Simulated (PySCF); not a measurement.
H₃ClSi, charge -1, doublet, at the geometry of the source list (a state made from the parent by changing its charge; the spin is typed, not shown lowest) (in this run its highest filled SCF level lies above zero, so its values depend strongly on the basis, on diffuse functions most of all). Base run: PySCF with WB97X/cc-pVDZ.

Geometry (Å):
```xyz
5

Si    -0.1291    -0.0057    -0.0046
Cl     1.8781     0.0836     0.0676
H     -0.5043    -0.9984    -1.0053
H     -0.6300     1.3138    -0.3726
H     -0.6148    -0.3933     1.3150
```
Charge -1, spin multiplicity 2.
Orbitals are unrestricted.
All else is at PySCF's defaults.
Base energy -751.42722 Eh.

Each row names what was changed in the base input (with any setting that the change needs).

| change | ΔE vs base (mEh) | grid points | electrons on the grid |
|---|---|---|---|
| base | 0.000 | 67488 | 35.00000 |
| grids.atom_grid = (150, 974) | 0.003 | 398584 | 35.00000 |
| grids.level = 5 | 0.006 | 157224 | 35.00000 |
| grids.level = 4 | -0.002 | 104736 | 35.00000 |
| grids.atom_grid = (99, 590) | -0.001 | 159600 | 35.00000 |
| grids.atom_grid = (75, 302) | 0.012 | 72032 | 35.00001 |
| grids.radi_method = gauss_chebyshev | -0.021 | 66000 | 35.00000 |
| grids.radi_method = mura_knowles | 0.011 | 63728 | 35.00000 |
| grids.level = 1 | -0.047 | 20144 | 35.00014 |
| grids.prune = off | 0.000 | 114744 | 35.00000 |
| grids.level = 0 | 20.263 | 5112 | 35.00094 |

Open shells are given as the SCF converged; they aren't shown to be the lowest states, and a large step between rows can be another state.
